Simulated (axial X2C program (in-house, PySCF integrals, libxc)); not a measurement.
FeH: from the spin-free to the two-component result

All values were computed with an in-house relativistic program for diatomic molecules. Spin-free means the one-electron spin-free X2C Hamiltonian; two-component (2c) means X2C with spin–orbit coupling and atomic mean-field two-electron Coulomb and Gaunt terms, so the difference of the two also holds small scalar two-electron terms. Basis: Fe dyall-cv3z [9s10p6d3f2g], H dyall-v3z [6s2p1d] (cores contracted in-house); Gaussian nuclei, density fitting, unrestricted open shells. Masses: Fe 55.935 u, H 1.008 u.

Spin-free state: M_S = 3/2, Λ = 1 (beyond evenly filled blocks: π+α, π+β, π-α, δ+α, δ-α); fragments Fe + H.

| level | Re (Å) | ωe (cm⁻¹) | De (eV) | μ (D) |
| --- | --- | --- | --- | --- |
| PBE0 | 1.543 | 1748.8 | 1.700 | -1.53 |
| HF | 1.704 | 1552.1 | 0.881 | -0.70 |
| TPSS | 1.522 | 1875.7 | 2.123 | -1.78 |

Dipoles are positive if H is the positive end.

Two-component determinant lowest at the distance of the search:

Ω = 5/2 (⟨Sz⟩ = 1.50, ⟨Lz⟩ = 1.00 at PBE0); fragments Fe + H.

```tsv
level	Re (Å)	ωe (cm⁻¹)	μ (D)
PBE0	1.543	1748.2	-1.54
HF	1.704	1551.1	-0.71
TPSS	1.522	1875.1	-1.79
```

Question: From the two tables, how do the constants change at the PBE0 level (2c against spin-free)?

Answer: At the PBE0 level Re is unchanged within 0.001 Å and ωe drops by 0.6 cm⁻¹.

Occupations by symmetry block were frozen at the best pattern of an incomplete PBE0 search. Dissociation energies refer to the lowest single-determinant-based atoms at the same level and basis. De is not given where an atomic determinant may have missed its ground term or J level, or where the truncated virtual space spoils (T). Density functionals use the spin component along the axis (collinear). PBE0 can misorder states that lie within some tenths of an eV, so this need not be the ground state of the molecule. The nearest other spin-free determinant of the search, M_S = 3/2, Λ = 0, lies 0.05 eV up at the distance of the search. The functionals have no current-density term, which raises determinants with orbital currents, atoms included. With several unpaired electrons one determinant need not be a pure state. A state of lower Ω lies just above, and one determinant can place such states too high, so the state shown need not be the lowest. The search has Ω = 1/2 only 0.04 eV up. The determinant is spin-polarised beyond a pure state at some levels (its spin-free form has ⟨S²⟩ too high), which makes Re and μ there less reliable.
